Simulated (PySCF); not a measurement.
# Reading the logs of faulty runs: BClGeH5Si

These are calculations, not measurements. The program is PySCF 2.14.0, an open-source quantum chemistry code, run on an isolated molecule that a program drew, which may never have been made. The molecule is BClGeH5Si (charge 0, doublet), drawn as the SMILES string `Cl[SiH2][BH][GeH2]`.

Each row is a Hartree-Fock (HF) and frozen-core CCSD(T) single point in the cc-pV(D+d)Z basis, meant for a local HF minimum. Run 1 is clean. Each other run has one planted mistake out of seven kinds, and not every kind appears here: one electron removed, one electron added, multiplicity raised by two, geometry at a saddle point, minimal basis STO-3G, one bond length entered in bohr, all coordinates scaled. The reference is restricted for singlets and unrestricted otherwise, and also for a bond in bohr. Adding or removing an electron swaps singlet and doublet. Electrons count all cores. HOMO and LUMO are orbital energies over both spins, the gradient is its largest component, and the lowest frequency (negative if imaginary) is given only where the gradient is small. Bond lengths are over the 8 bonds as drawn. T1 is the CCSD diagnostic: over 0.02 (restricted) or 0.045 (unrestricted) a single reference is doubtful. Germanium has the cc-pVDZ-PP basis, with a core potential (ECP10MDF) in place of its 10 inner electrons, and its 3s, 3p and 3d shells are frozen in CCSD(T).

Geometry of the clean run:
```xyz
9
BClGeH5Si, angstrom
Cl   -0.2474   -1.0995   -0.2768
Si   -0.6602   -1.4517    1.7441
B    -0.5545    0.2347    2.8529
Ge   -0.1135    2.0372    2.1472
H     0.3213   -2.4591    2.1991
H    -2.0125   -2.0466    1.7942
H    -0.7728    0.1585    4.0299
H    -0.0439    3.2864    3.0214
H     0.1981    2.3640    0.6937
```

```
run,electrons,basis functions,<S^2>,HOMO (eV),LUMO (eV),gradient (hartree/bohr),lowest frequency (cm^-1),mean bond (Å),longest bond (Å),T1,HF (hartree),CCSD(T) (hartree),mistake
1,73,108,0.759,-8.41,-0.03,2.5e-05,68,1.6629,2.093,0.0144,-1069.41461,-1069.88977,no fault
2,74,108,0.000,-1.53,6.94,3.8e-02,-,1.6629,2.093,0.0158,-1069.44180,-1069.95907,one electron added
3,73,108,0.761,-8.27,-0.02,3.2e-02,-,1.7544,2.208,0.0172,-1069.39348,-1069.87326,all coordinates scaled
4,73,108,1.544,-8.41,-0.05,9.3e-03,-,1.8273,2.793,0.0388,-1069.30680,-1069.77358,one bond length entered in bohr
5,73,108,3.779,-5.99,-2.37,4.4e-02,-,1.6629,2.093,0.0214,-1069.26257,-1069.73068,?
6,72,108,0.000,-15.69,-6.95,4.6e-02,-,1.6629,2.093,0.0128,-1069.13292,-1069.58773,?
```

**Which mistake was planted in run 5, and what did it cost?**

Electrons, basis and geometry are unchanged, and <S^2> is 3.779, beside S(S+1) = 3.75 for a multiplicity of 4. So the mistake is: multiplicity raised by two. Subtracting run 1 and multiplying by 627.51 kcal/mol a hartree, the energy moved by 95.4 kcal/mol in HF and 99.8 kcal/mol in CCSD(T).

**Which mistake was planted in run 6, and what did it cost?**

It counts 72 electrons, one fewer than the clean run, at the same geometry and basis. So the mistake is: one electron removed. Subtracting run 1 and multiplying by 627.51 kcal/mol a hartree, the energy moved by 176.8 kcal/mol in HF and 189.5 kcal/mol in CCSD(T).

